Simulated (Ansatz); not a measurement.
Compare A (`C[Si@@H](O)[Si@H](O)Cl`) with its isomer B (`CO[Si](O)([SiH3])Cl`).

Program: Ansatz. Geometries: PBE0-D4/def2-TZVP. ΔE: electronic, gas phase. CCSD(T)/CBS is the MP2 limit (def2-TZVPP, def2-QZVPP) plus CCSD(T) − MP2 in def2-TZVPP, frozen cores. DFT in def2-TZVPP. B3LYP here is the variant with VWN-RPA as its local correlation; programs differ in this. Each species was taken in one conformer, which may not be the lowest.

(1) Which is lower in electronic energy at CCSD(T)/CBS, and by how much? (Estimate.)

(2) Give E(B) − E(A) in kcal/mol with MP2/def2-TZVPP, PBE0-D4, B3LYP-D4, HF/def2-TZVPP, CCSD(T)/def2-TZVPP, CCSD/def2-TZVPP, B2PLYP. (Best estimate.)

Largest T1 diagnostic: 0.012.

Answers

(1) The calculation gave: A, by 15.1 kcal/mol.

(2) The calculation gave: MP2/def2-TZVPP 15.9, PBE0-D4 14.7, B3LYP-D4 13.3, HF/def2-TZVPP 11.9, CCSD(T)/def2-TZVPP 14.0, CCSD/def2-TZVPP 14.0, B2PLYP 14.3. None reverses the order clearly.

In def2-TZVPP, CCSD(T) changes the Hartree–Fock value by +2.1 kcal/mol (the triples alone add +0.0 kcal/mol) and MP2 by +4.0 kcal/mol.
